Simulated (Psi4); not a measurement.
Pair of molecules, SMILES [SiH4] with SMILES C[SiH3] (the first has 5 atoms); geometry from B3LYP-D3(BJ)/def2-TZVP, rigid monomers moved along the line of their centres of mass till Si1···H8 is 3.54 Å.
(charge 0, multiplicity 1):
```xyz
13

Si     0.0159    -0.3016     0.1916
H     -1.1782    -0.1975     1.0594
H     -0.3660    -0.0324    -1.2129
H      0.5767    -1.6682     0.2968
H      1.0314     0.6802     0.6308
C      0.8293    -0.6999     4.4955
Si    -0.3875     0.7068     4.7441
H      0.6471    -1.2230     3.5555
H      0.7437    -1.4288     5.3036
H      1.8557    -0.3291     4.4825
H     -0.2185     1.7427     3.6975
H     -0.1723     1.3432     6.0669
H     -1.7826     0.2074     4.6872
```

Level of theory: SAPT0/jun-cc-pV(D+d)Z (Psi4).

**Question.** Give the four SAPT terms and the total, and say what mostly holds the pair together.

**Answer.** electrostatics -2.2, exchange 20.8, induction -2.4, dispersion -33.3, total -17.1 meV; the largest attraction is dispersion.
